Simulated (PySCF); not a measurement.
# One molecule, several mistakes: C3GeH8

Calculated results; nothing here was measured. The program is PySCF 2.14.0, an open-source quantum chemistry code, run on an isolated molecule that a program drew, which may never have been made. The molecule is C3GeH8 (charge 0, singlet), drawn as the SMILES string `[CH2]=[Ge]([CH3])[CH3]`.

Each row is a Hartree-Fock (HF) and frozen-core CCSD(T) single point in the cc-pVDZ basis, meant for a local HF minimum. Run 1 is clean. Each other run has one planted mistake out of seven kinds, and not every kind appears here: one electron removed, one electron added, multiplicity raised by two, geometry at a saddle point, minimal basis STO-3G, one bond length entered in bohr, all coordinates scaled. The reference is restricted for singlets and unrestricted otherwise, and also for a bond in bohr. Adding or removing an electron swaps singlet and doublet. Electrons count all cores. HOMO and LUMO are orbital energies over both spins, the gradient is its largest component, and the lowest frequency (negative if imaginary) is given only where the gradient is small. Bond lengths are over the 11 bonds as drawn. T1 is the CCSD diagnostic: over 0.02 (restricted) or 0.045 (unrestricted) a single reference is doubtful. Germanium has the cc-pVDZ-PP basis, with a core potential (ECP10MDF) in place of its 10 inner electrons, and its 3s, 3p and 3d shells are frozen in CCSD(T).

Geometry of the clean run:
```xyz
12
C3GeH8, angstrom
C     0.6247   -0.4003    1.4638
Ge    0.0608   -0.9589   -0.1079
C    -1.0813    0.1102   -1.2754
C     0.5185   -2.7064   -0.8479
H     1.2582   -1.0142    2.0924
H     0.3559    0.5748    1.8515
H    -0.5866    0.2867   -2.2329
H    -2.0210   -0.4114   -1.4690
H    -1.3001    1.0708   -0.8083
H     1.0489   -2.5905   -1.7955
H     1.1546   -3.2533   -0.1515
H    -0.3862   -3.2892   -1.0335
```

| run | electrons | basis functions | <S^2> | HOMO (eV) | LUMO (eV) | gradient (hartree/bohr) | lowest frequency (cm^-1) | mean bond (Å) | longest bond (Å) | T1 | HF (hartree) | CCSD(T) (hartree) | mistake |
|---|---|---|---|---|---|---|---|---|---|---|---|---|---|
| 1 | 58 | 105 | 0.000 | -7.75 | 3.31 | 7.3e-06 | 120 | 1.3073 | 1.952 | 0.0113 | -411.58966 | -412.19252 | no fault |
| 2 | 59 | 105 | 0.773 | 1.78 | 8.58 | 5.3e-02 | - | 1.3073 | 1.952 | 0.0098 | -411.49674 | -412.10797 | one electron added |
| 3 | 57 | 105 | 0.757 | -16.85 | -5.46 | 8.4e-02 | - | 1.3073 | 1.952 | 0.0107 | -411.35943 | -411.91042 | one electron removed |
| 4 | 58 | 105 | 2.029 | -4.99 | 1.44 | 1.1e-01 | - | 1.3073 | 1.952 | 0.0092 | -411.51468 | -412.08024 | multiplicity raised by two |
| 5 | 58 | 105 | 0.000 | -7.48 | 2.62 | 4.5e-02 | - | 1.4093 | 2.104 | 0.0137 | -411.53193 | -412.15896 | ? |

**Which mistake was planted in run 5, and what did it cost?**

The mean and the longest bond both change by the same factor, 1.078, and the gradient is no longer small. So the mistake is: all coordinates scaled. Subtracting run 1 and multiplying by 627.51 kcal/mol a hartree, the energy moved by 36.2 kcal/mol in HF and 21.1 kcal/mol in CCSD(T).

Cautions from the logs. Run 2: the HOMO is above zero, so the electron isn't bound and the energy depends on the basis.
